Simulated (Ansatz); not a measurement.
Cost and result for the atomization energy of C3H7BFN, SMILES `BC(F)CN=C` (13 atoms, 12 bonds).

Cartesian coordinates in Å:
```
B -1.620 -1.063 1.156
C -0.327 -1.008 0.295
F -0.136 -2.130 -0.501
C -0.134 0.247 -0.545
N 1.236 0.391 -0.970
C 1.798 1.496 -0.759
H -2.302 -2.040 1.185
H -1.879 -0.120 1.845
H 0.481 -1.017 1.055
H -0.755 0.141 -1.441
H -0.493 1.121 0.020
H 1.297 2.347 -0.274
H 2.834 1.635 -1.067
```

Total charge 0; spin multiplicity 1. The structure was optimised at the PBE0-D4/def2-TZVP level. It is one conformer, not always the lowest. Program: Ansatz. All runs use 4 threads of an Arm Neoverse V1 on a shared host. Times are those of one run each, without the atoms' runs, and a repeat can differ threefold. Electronic energies, without spin–orbit coupling; frozen cores. CCSD(T)/CBS adds CCSD(T) − MP2 in def2-TZVPP to the MP2 limit, and its time is that of the two runs behind it. T1 = 0.012. B3LYP takes the VWN-RPA correlation (the form of Gaussian; ORCA's B3LYP/G).

CCSD(T)/CBS is a level of theory with its own doubt, some kJ/mol a heavy atom from the limit and from the frozen cores, so smaller differences don't rank the functionals.

| level | functions | wall time | atomization (kcal/mol) | difference from CCSD(T)/CBS | per bond |
| --- | --- | --- | --- | --- | --- |
| PBE-D4/def2-TZVPP (with forces) | 284 | 3.2 s | 1236.5 | 39.9 | 3.3 |
| PBE0-D4/def2-TZVPP | 284 | 3.5 s | 1210.0 | 13.4 | 1.1 |
| B3LYP-D4/def2-TZVPP (with forces) | 284 | 6 s | 1205.9 | 9.3 | 0.8 |
| r2SCAN-D4/def2-TZVPP (with forces) | 284 | 6.5 s | 1203.9 | 7.3 | 0.6 |
| B2PLYP/def2-TZVPP | 284 | 7.5 s | 1191.7 | -4.9 | -0.4 |
| ωB97X-V/def2-TZVPP | 284 | 9.5 s | 1204.7 | 8.1 | 0.7 |
| ωB97M-V/def2-TZVPP (with forces) | 284 | 14 s | 1206.3 | 9.7 | 0.8 |
| MP2/def2-QZVPP | 552 | 36 s | 1206.5 | 9.9 | 0.8 |
| CCSD(T)/def2-TZVPP | 284 | 6.4 min | 1166.9 | -29.7 | -2.5 |
| CCSD(T)/CBS(def2) | – | 7 min | 1196.6 | 0.0 | 0.0 |

From PBE to PBE0 (25 % exact exchange), in def2-TZVPP and without D4, the atomization energy moves by −25.6 kcal/mol: exact exchange takes away binding that semilocal exchange gives to molecules. The D4 term adds +8.6 kcal/mol with B3LYP and +4.5 kcal/mol with PBE0; it sums over pairs of atoms, weighted by their polarisabilities, and B3LYP, whose exchange is more repulsive, gets the larger term. In def2-TZVPP, CCSD(T) changes the Hartree–Fock value by +297.5 kcal/mol (the triples alone add +18.8 kcal/mol) and MP2 by +319.5 kcal/mol; breaking electron pairs costs correlation energy, which Hartree–Fock lacks.
